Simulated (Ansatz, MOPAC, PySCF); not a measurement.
Bond stretch in BH, singlet.

- AM1, restricted, heats of formation (MOPAC)
- UKS-CAM-B3LYP = unrestricted CAM-B3LYP/cc-pVTZ (PySCF 2.14.0)
- UHF/cc-pVTZ (PySCF)
- FCI = full CI/cc-pVTZ, frozen core (Ansatz, an electronic-structure program)

Energies relative to the lowest point of each curve near equilibrium, in kcal/mol:

```json
[
 {"R / Å": "0.98", "AM1": "26.0", "UKS-CAM-B3LYP": "21.6", "UHF": "20.7"},
 {"R / Å": "1.05", "AM1": "12.5", "UKS-CAM-B3LYP": "9.7", "UHF": "8.8"},
 {"R / Å": "1.12", "AM1": "4.1", "UKS-CAM-B3LYP": "3.1", "UHF": "2.5"},
 {"R / Å": "1.17", "AM1": "0.9", "UKS-CAM-B3LYP": "0.8", "UHF": "0.5"},
 {"R / Å": "1.21", "AM1": "0.0", "UKS-CAM-B3LYP": "0.0", "UHF": "0.0"},
 {"R / Å": "1.55", "AM1": "25.0", "UKS-CAM-B3LYP": "13.9", "UHF": "17.4"},
 {"R / Å": "1.66", "AM1": "37.5", "UKS-CAM-B3LYP": "21.6", "UHF": "26.3"},
 {"R / Å": "1.86", "AM1": "59.8", "UKS-CAM-B3LYP": "36.2", "UHF": "43.0"},
 {"R / Å": "2.22", "AM1": "93.8", "UKS-CAM-B3LYP": "59.8", "UHF": "58.5"},
 {"R / Å": "3.05", "AM1": "140.6", "UKS-CAM-B3LYP": "79.0", "UHF": "65.1"},
 {"R / Å": "3.36", "AM1": "150.1", "UKS-CAM-B3LYP": "81.0", "UHF": "65.5"},
 {"R / Å": "4.41", "AM1": "168.4", "UKS-CAM-B3LYP": "82.9", "UHF": "65.7"}
]
```

Question: Estimate the FCI values at these points.

Answer: 0.98: 22.8; 1.05: 10.5; 1.12: 3.6; 1.17: 1.0; 1.21: 0.1; 1.55: 12.9; 1.66: 20.1; 1.86: 33.3; 2.22: 53.8; 3.05: 77.9; 3.36: 80.8; 4.41: 83.2 (kcal/mol).

The restricted form behind AM1 keeps the bonding electrons paired and can't separate into open-shell fragments. The unrestricted determinant behind UKS-CAM-B3LYP is spin-contaminated at 0.98 to 1.32, 2.22 to 5.02 Å (<S²> up to 1.0, against 0.00 for a pure singlet). The unrestricted determinant behind UHF is spin-contaminated at 0.98 to 5.02 Å (<S²> up to 1.0, against 0.00 for a pure singlet).
